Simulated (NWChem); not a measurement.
The numbers come from NWChem runs, not from measurements. System: AlI$_{3}$, charge 0, spin multiplicity 1, at a geometry optimised with PBE/def2-SVP with def2 effective core potentials on I. The structure started from a generated list of species. Level: G0W0@PBE/def2-TZVP with def2 effective core potentials on I, RI basis def2-tzvp-rifit, no spin-orbit coupling.

Job file:

```
start mol
memory heap 200 mb stack 700 mb global 1700 mb
geometry units angstroms nocenter noautoz
  Al     0.000000     0.000000    -0.000008
  I      0.000000     0.000000     2.475026
  I     -2.143441     0.000000    -1.237512
  I      2.143441     0.000000    -1.237512
  symmetry group C2v
end
basis spherical
  * library def2-tzvp
end
ecp
  I library def2-ecp
end
basis "ri basis" bse spherical
  * library def2-tzvp-rifit
end
dft
  xc xpbe96 cpbe96
  iterations 100
  direct
  tolerances tight
end
task dft energy
gw
  method cdgw
  states alpha occ 4 vir 2
end
task dft gw
```

Part of the output:

```
             Northwest Computational Chemistry Package (NWChem) 7.3.0
             --------------------------------------------------------

                                NWChem Input Module
                                -------------------

 Scaling coordinates for geometry "geometry" by  1.889725989
 (inverse scale =  0.529177249)

 Turning off AUTOSYM since
 SYMMETRY directive was detected!

                             Geometry "geometry" -> ""
                             -------------------------

 Output coordinates in angstroms (scale by  1.889725989 to convert to a.u.)

  No.       Tag          Charge          X              Y              Z
 ---- ---------------- ---------- -------------- -------------- --------------
    1 Al                  13.0000     0.00000000     0.00000000    -0.00000800
    2 I                   53.0000     0.00000000     0.00000000     2.47502600
    3 I                   53.0000    -2.14344100     0.00000000    -1.23751200
    4 I                   53.0000     2.14344100     0.00000000    -1.23751200

 Effective nuclear repulsion energy (a.u.)    1482.1773157172

            Nuclear Dipole moment (a.u.)
            ----------------------------
        X                 Y               Z
 ---------------- ---------------- ----------------
     0.0000000000     0.0000000000     0.0000037795

      Symmetry information
      --------------------

 Group name             C2v
 Group number             16
 Group order               4
 No. of unique centers     3

      Symmetry unique atoms

     1    2    3


 Summary of "ao basis" -> "" (spherical)
 ------------------------------------------------------------------------------
       Tag                 Description            Shells   Functions and Types
 ---------------- ------------------------------  ------  ---------------------
 *                         def2-tzvp                  on all atoms

 Summary of "ri basis" -> "" (spherical)
 ------------------------------------------------------------------------------
       Tag                 Description            Shells   Functions and Types
 ---------------- ------------------------------  ------  ---------------------
 *                      def2-tzvp-rifit               on all atoms

  pbe96 is a nonlocal functional; adding pw91lda local functional.

                                 NWChem DFT Module
                                 -----------------

 Summary of "ao basis" -> "ao basis" (spherical)
 ------------------------------------------------------------------------------
       Tag                 Description            Shells   Functions and Types
 ---------------- ------------------------------  ------  ---------------------
 Al                        def2-tzvp                13       37   5s5p2d1f
 I                         def2-tzvp                16       50   6s5p3d2f

 Summary of "ao basis" -> "ao basis" (spherical)
 ------------------------------------------------------------------------------
       Tag                 Description            Shells   Functions and Types
 ---------------- ------------------------------  ------  ---------------------
 Al                        def2-tzvp                13       37   5s5p2d1f
 I                         def2-tzvp                16       50   6s5p3d2f

      Symmetry analysis of basis
      --------------------------

        a1         70
        a2         25
        b1         54
        b2         38

            General Information
            -------------------
          SCF calculation type: DFT
          Wavefunction type:  closed shell.
          No. of atoms     :     4
          No. of electrons :    88
           Alpha electrons :    44
            Beta electrons :    44
          Charge           :     0
          Spin multiplicity:     1
          Use of symmetry is: on ; symmetry adaption is: on
          Maximum number of iterations: 100
          This is a Direct SCF calculation.
          AO basis - number of functions:   187
                     number of shells:    61
          Convergence on energy requested:  1.00D-06
          Convergence on density requested:  1.00D-05
          Convergence on gradient requested:  5.00D-04

              XC Information
              --------------
          PerdewBurkeErnzerhof Exchange Functional  1.000
            Perdew 1991 LDA Correlation Functional  1.000 local
           PerdewBurkeErnz. Correlation Functional  1.000 non-local

             Grid Information
             ----------------
          Grid used for XC integration:  medium
          Radial quadrature: Mura-Knowles
          Angular quadrature: Lebedev.
          Tag              B.-S. Rad. Rad. Pts. Rad. Cut. Ang. Pts.
          ---              ---------- --------- --------- ---------
          Al                  1.25       88          10.0       590
          I                   1.40      123          13.0       590
          Grid pruning is: on
          Number of quadrature shells:   334
          Spatial weights used:  Erf1

          Convergence Information
          -----------------------
          Convergence aids based upon iterative change in
          total energy or number of iterations.
          Levelshifting, if invoked, occurs when the
          HOMO/LUMO gap drops below (HL_TOL):  1.00D-02
          DIIS, if invoked, will attempt to extrapolate
          using up to (NFOCK): 10 stored Fock matrices.

                    Damping( 0%)  Levelshifting(0.5)       DIIS
                  --------------- ------------------- ---------------
          dE  on:    start            ASAP                start
[...]
     1 a1          2 a1          3 b1          4 a1          5 a1
     6 b1          7 a1          8 b2          9 a1         10 b1
    11 a2         12 b2         13 b1         14 a1         15 b1
    16 a1         17 b2         18 a1         19 b1         20 a1
    21 b2         22 a1         23 b1         24 a2         25 b2
    26 b1         27 a1         28 b2         29 a2         30 b1
    31 a1         32 a2         33 a1         34 b1         35 a1
    36 a1         37 b1         38 a1         39 b2         40 b1
    41 a1         42 a2         43 b2         44 b1         45 a1
    46 b2         47 a1         48 b1         49 a1         50 a1
    51 b1         52 a1         53 b2         54 a2

   convergence    iter        energy       DeltaE   RMS-Dens  Diis-err    time
 ---------------- ----- ----------------- --------- --------- ---------  ------
 d= 0,ls=0.0,diis     1  -1135.4957667790 -1.58D+03  1.01D-02  8.62D-01     8.3
 d= 0,ls=0.0,diis     2  -1135.2802242723  2.16D-01  7.16D-03  2.13D+00    16.4

 !! scf_movecs_sym_adapt:    2 vectors were symmetry contaminated

  Symmetry fudging
 d= 0,ls=0.0,diis     3  -1135.5519784721 -2.72D-01  1.33D-03  2.19D-01    24.4
 d= 0,ls=0.0,diis     4  -1135.5751735381 -2.32D-02  4.97D-04  4.48D-03    32.0
 d= 0,ls=0.0,diis     5  -1135.5759040858 -7.31D-04  1.13D-04  6.21D-04    36.8
 d= 0,ls=0.0,diis     6  -1135.5760030516 -9.90D-05  2.34D-05  1.86D-05    41.7
 d= 0,ls=0.0,diis     7  -1135.5760055582 -2.51D-06  4.32D-06  7.50D-07    46.5
 d= 0,ls=0.0,diis     8  -1135.5760056165 -5.83D-08  6.73D-07  1.14D-08    51.4

         Total DFT energy =    -1135.576005616468
      One electron energy =    -2769.227225332757
           Coulomb energy =     1278.947256122175
    Exchange-Corr. energy =      -85.209684077901
 Nuclear repulsion energy =      439.913647672015

 Numeric. integr. density =       87.999999319531

     Total iterative time =     49.2s

                  Occupations of the irreducible representations
                  ----------------------------------------------

                     irrep           alpha         beta
                     --------     --------     --------
                     a1               18.0         18.0
                     a2                5.0          5.0
                     b1               13.0         13.0
                     b2                8.0          8.0

                       DFT Final Molecular Orbital Analysis
                       ------------------------------------

 Vector   42  Occ=2.000000D+00  E=-2.576570D-01  Symmetry=a2
              MO Center=  5.7D-09, -1.6D-14, -1.2D+00, r^2= 6.4D+00
   Bfn.  Coefficient  Atom+Function         Bfn.  Coefficient  Atom+Function
  ----- ------------  ---------------      ----- ------------  ---------------
   104      0.385042  3 I  py               154     -0.385042  4 I  py
    98     -0.324446  3 I  py               148      0.324446  4 I  py
   101      0.260553  3 I  py               151     -0.260553  4 I  py
   107      0.182081  3 I  py               157     -0.182081  4 I  py
    26     -0.045677  1 Al d -2              95     -0.041267  3 I  py

 Vector   43  Occ=2.000000D+00  E=-2.576563D-01  Symmetry=b2
              MO Center= -5.7D-09, -2.1D-15,  1.2D+00, r^2= 6.4D+00
   Bfn.  Coefficient  Atom+Function         Bfn.  Coefficient  Atom+Function
  ----- ------------  ---------------      ----- ------------  ---------------
    54      0.444616  2 I  py                48     -0.374644  2 I  py
    51      0.300865  2 I  py               104     -0.222297  3 I  py
   154     -0.222297  4 I  py                57      0.210252  2 I  py
    98      0.187313  3 I  py               148      0.187313  4 I  py
   101     -0.150426  3 I  py               151     -0.150426  4 I  py

 Vector   44  Occ=2.000000D+00  E=-2.433059D-01  Symmetry=b1
              MO Center= -3.7D-14, -5.0D-16,  1.1D-04, r^2= 8.2D+00
   Bfn.  Coefficient  Atom+Function         Bfn.  Coefficient  Atom+Function
  ----- ------------  ---------------      ----- ------------  ---------------
    53      0.326132  2 I  px               105      0.282421  3 I  pz
   155     -0.282421  4 I  pz                47     -0.274914  2 I  px
    99     -0.238069  3 I  pz               149      0.238069  4 I  pz
    50      0.223074  2 I  px               102      0.193177  3 I  pz
   152     -0.193177  4 I  pz               103     -0.163050  3 I  px

 Vector   45  Occ=0.000000D+00  E=-1.035487D-01  Symmetry=a1
              MO Center=  5.7D-14, -3.8D-15, -3.0D-06, r^2= 7.3D+00
   Bfn.  Coefficient  Atom+Function         Bfn.  Coefficient  Atom+Function
  ----- ------------  ---------------      ----- ------------  ---------------
     5      0.879521  1 Al s                  4      0.622948  1 Al s
    58      0.295770  2 I  pz                 3     -0.283170  1 Al s
   106     -0.256145  3 I  px               156      0.256145  4 I  px
    55      0.240728  2 I  pz               103     -0.208477  3 I  px
   153      0.208477  4 I  px                49     -0.202364  2 I  pz

 Vector   46  Occ=0.000000D+00  E=-9.607624D-02  Symmetry=b2
              MO Center=  6.6D-14,  1.7D-15, -9.4D-06, r^2= 5.2D+00
   Bfn.  Coefficient  Atom+Function         Bfn.  Coefficient  Atom+Function
  ----- ------------  ---------------      ----- ------------  ---------------
    19      0.611629  1 Al py                16      0.525197  1 Al py
    57     -0.208146  2 I  py               107     -0.208147  3 I  py
   157     -0.208147  4 I  py                54     -0.149422  2 I  py
   104     -0.149423  3 I  py               154     -0.149423  4 I  py
    48      0.136279  2 I  py                98      0.136279  3 I  py

 Vector   47  Occ=0.000000D+00  E=-1.143707D-02  Symmetry=a1
              MO Center=  1.4D-10, -1.9D-15, -5.0D-02, r^2= 8.1D+00
   Bfn.  Coefficient  Atom+Function         Bfn.  Coefficient  Atom+Function
  ----- ------------  ---------------      ----- ------------  ---------------
    20      1.046225  1 Al pz                43     -0.488231  2 I  s
    58      0.484965  2 I  pz                17      0.431459  1 Al pz
   106      0.357277  3 I  px               156     -0.357277  4 I  px
    93      0.244098  3 I  s                143      0.244098  4 I  s
    42     -0.203127  2 I  s                 40      0.160942  2 I  s

 center of mass
 --------------
 x =   0.00000000 y =   0.00000000 z =   0.00000018

 moments of inertia (a.u.)
 ------------------
        4164.004773791214           0.000000000000           0.000000000000
           0.000000000000        8328.033583685097           0.000000000000
           0.000000000000           0.000000000000        4164.028809893884

     Multipole analysis of the density
     ---------------------------------

     L   x y z        total         alpha         beta         nuclear
     -   - - -        -----         -----         ----         -------
     0   0 0 0      0.000000    -44.000000    -44.000000     88.000000

     1   1 0 0      0.000000      0.000000      0.000000      0.000000
     1   0 1 0     -0.000000     -0.000000     -0.000000      0.000000
     1   0 0 1     -0.000024      0.000039      0.000039     -0.000102

     2   2 0 0    -68.911633   -444.622846   -444.622846    820.334059
     2   1 1 0     -0.000000     -0.000000     -0.000000      0.000000
     2   1 0 1     -0.000000     -0.000000     -0.000000      0.000000
     2   0 2 0    -68.184380    -34.092190    -34.092190      0.000000
     2   0 1 1     -0.000000     -0.000000     -0.000000      0.000000
     2   0 0 2    -68.911762   -444.620543   -444.620543    820.329324

 Task  times  cpu:       51.5s     wall:       51.5s

                                NWChem Input Module
                                -------------------

                                 NWChem GW Module
                                 ----------------

                             ***********************
                             ***        GW       ***
                             ***********************

 Summary of "ri basis" -> "ri basis" (spherical)
 ------------------------------------------------------------------------------
       Tag                 Description            Shells   Functions and Types
 ---------------- ------------------------------  ------  ---------------------
 Al                     def2-tzvp-rifit             29      113   9s7p6d5f2g
 I                      def2-tzvp-rifit             38      184   9s8p8d6f4g3h

                 Memory Information
                 ------------------
          Available GA per process is          1699.7 MBs
          Available stack per process is        700.0 MBs
          Available heap per process is           0.0 MBs

          Peak memory in Initialization
              Peak GA per process is                 47.0 MBs
              Peak stack per process is               0.3 MBs
              Peak heap per process is               48.7 MBs
              Memory not in MA per process            0.0 MBs

          Peak memory in CDGW Calculation
              Peak GA per process is                 54.3 MBs
              Peak stack per process is               6.8 MBs
              Peak heap per process is                5.8 MBs
              Memory not in MA per process            0.1 MBs

          Computing 2-center integrals
          Computing Inverse Cholesky factor
          Computing 3-center integrals
          Computing Vxc

          Computing Sigma_x
          Computing W(iw) on the imaginary grid
          Solving quasiparticle equations

                  Alpha Orbitals
          State     Energy (eV)     Error (eV)
          -----------------------------------
@GW        41         -9.489           0.002
@GW        42         -9.362           0.002
@GW        43         -9.362           0.002
@GW        44         -9.028           0.002
@GW        45         -0.561           0.002
@GW        46         -0.554           0.004

     GW Timing Statistics
   ------------------------
   Init.   :          0.2s
     ERIs  :          6.0s
     Distr.:          0.2s
     Vxc   :          0.4s
   Vmo     :          0.0s
   iW      :         16.6s
   I_n     :          0.0s
   R_n     :          4.0s
   GW total:         27.4s

 Task  times  cpu:       27.4s     wall:       27.4s

 Total times  cpu:       78.9s     wall:       78.9s
```
